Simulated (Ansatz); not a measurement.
Molecule: trifluoro(hydroxy)silane, sum formula HSiOF₃, net charge 0, singlet state. 
Coordinates optimised at B3LYP-D3(BJ)/def2-TZVP (Ansatz, a quantum-chemistry and plane-wave program):
```xyz
6

Si    -0.0003    -0.0045    -0.0066
F     -0.1567    -0.5395     1.4695
F     -0.3876     1.5248     0.0197
F     -1.0165    -0.7661    -0.9306
O      1.4752    -0.2538    -0.5959
H      2.2492     0.1203    -0.1688
```

CCSD(T) with Ansatz in growing basis sets, 32 correlated electrons. Correlated levels leave the core frozen unless marked. UHF or UKS for open shells. Spin-orbit coupling is left out. No relativistic terms. Costs are ratios of core time to the smallest set, on shared machines of one kind, and rough; they hold the program's checks for lower states.

```tsv
basis	functions	cost over smallest	E(corr) (Eh)	electronic atomisation energy (kcal/mol)
aug-cc-pV(D+d)Z	133	1×	-0.9347	599.8
aug-cc-pV(T+d)Z	262	10×	-1.1661	641.9
```

Formally CCSD grows as o²v⁴ and (T) as o³v⁴; with o = 16 and v going from 108 to 237 both grow 23-fold in the last step, while integrals and the mean field grow more slowly. That step adds 231.4 mEh of correlation energy and 42.0 kcal/mol to the atomisation energy.
